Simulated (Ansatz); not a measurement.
`N[Si](O)(S)Cl` + H₂ → `N[SiH](O)Cl` + H₂S  (hydrogenolysis of the Si–S bond)

Calculated with Ansatz (gas phase, PBE0-D4/def2-TZVP geometries, no zero-point term in ΔE). CCSD(T)/CBS adds triple-zeta CCSD(T) − MP2 to the extrapolated MP2 energy (def2 sets, frozen cores). This one scheme is used for every species. Functionals use def2-TZVPP. HSE06 is defined as in plane-wave codes. Each species was taken in one conformer, which may not be the lowest.

(1) Is it downhill or uphill in electronic energy at CCSD(T)/CBS, and by how much? (An estimate is asked.)

(2) What do these levels give: revPBE-D4, HSE06-D4, BHLYP-D4, ωB97M-V, B2PLYP, PBE-QIDH, r2SCAN, HF/def2-SVP, CCSD(T)/def2-SVP, SCS-MP2/def2-TZVPP, CCSD(T)/def2-TZVPP, MP2/CBS(def2)? (Estimate.)

(3) What do rigid-rotor, harmonic-oscillator terms from PBE0-D4/def2-TZVP frequencies (298.15 K, 1 bar) make of the CCSD(T)/CBS value? (An estimate is asked.)

Largest T1 diagnostic among the species: 0.010.

## Answers

(1) Computed: Uphill: ΔE = +43.6 kJ/mol.

(2) Ansatz gave: revPBE-D4 56.9, HSE06-D4 47.3, BHLYP-D4 40.5, ωB97M-V 44.2, B2PLYP 36.5, PBE-QIDH 44.1, r2SCAN 48.1, HF/def2-SVP 12.1, CCSD(T)/def2-SVP 27.3, SCS-MP2/def2-TZVPP 39.6, CCSD(T)/def2-TZVPP 39.0, MP2/CBS(def2) 53.5 kJ/mol.

(3) Computed: ΔZPE = +10.1 kJ/mol, ΔH = +49.8 kJ/mol, ΔS = 31 J/(mol·K), ΔG = +40.5 kJ/mol.

Leaving LDA and LC-ωPBE aside and taking each functional with its dispersion term where it has one, the values spread over 20.3 kJ/mol, from B2PLYP to revPBE-D4. LDA lies +5.6 kJ/mol from PBE without D4. At CCSD(T), def2-SVP lies −16.3 kJ/mol from the extrapolated value and def2-TZVPP −4.6 kJ/mol.
